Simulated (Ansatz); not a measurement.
Basis-set extrapolation for `CCCCCCCS` (PBE0-D4/def2-TZVP geometry, frozen core, Ansatz). Multiplicity 1, RHF reference.

```
                      def2-TZVPP   def2-QZVPP
                 HF  -672.040446  -672.064692
    MP2 correlation    -1.411354    -1.503276
CCSD(T) correlation    -1.566472      not run
```

Energies in hartree. Use E(X) = E(∞) + A·exp(−7.88·√X) for Hartree–Fock and E(X) = E(∞) + B·X^(−2.97) for correlation, with X = 3 and 4, and add CCSD(T) minus MP2 of the smaller set to the MP2 limit.

Question: What is the CCSD(T) energy at the basis-set limit?

Answer: HF limit: -672.064692 + (-0.024246) × 0.13774 = -672.06803. MP2 limit: -1.503276 + (-0.091922) × 0.74074 = -1.57137. Higher-order term: -1.566472 − (-1.411354) = -0.15512. Total: -673.79452 hartree, 5.10 eV below CCSD(T)/def2-TZVPP.
